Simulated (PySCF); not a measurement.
# Cobalt: a sound run and one with changed settings

Sound run: Co [Ar] 3d7 4s2, Co⁺ [Ar] 3d8. Calculation: PySCF 2.14, in cc-pVTZ (7s6p4d2f1g, 68 functions); no relativity, point nucleus. In the sound run the correlated levels freeze [Ar]. The sound run starts from symmetry-adapted Hartree-Fock orbitals and uses a fine grid where one is needed.

Changed run: basis STO-3G. This setting is unsound on purpose.

```csv
species,method,sound run (hartree),changed run (hartree),converged
Co,UHF,-1381.42514,-1366.07035,yes
Co,MN15,-1382.88823,-1365.17766,yes
Co,r2SCAN,-1382.72104,-1367.12479,yes
Co,MP2,-1381.67127,-1366.09132,yes
Co⁺,UHF,-1381.13666,-1364.93075,yes
Co⁺,MN15,-1382.64275,-1364.11532,yes
Co⁺,r2SCAN,-1382.44948,-1366.01987,yes
Co⁺,MP2,-1381.41792,-1364.92939,yes
```

Ionisation energy of Co:

```json
{"method": "UHF", "sound run (eV)": "7.850", "changed run (eV)": "31.010"}
{"method": "MN15", "sound run (eV)": "6.680", "changed run (eV)": "28.908"}
{"method": "r2SCAN", "sound run (eV)": "7.390", "changed run (eV)": "30.066"}
{"method": "MP2", "sound run (eV)": "6.894", "changed run (eV)": "31.618"}
{"method": "SCS-MP2", "sound run (eV)": "6.926", "changed run (eV)": "31.726"}
```

A minimal basis cannot let orbitals breathe on ionisation and holds almost no correlation. A negative ionisation energy or a positive MP2 energy shows that the occupation asked for is not the lowest one in this basis.

For comparison, NIST gives 7.881 eV between the lowest levels.
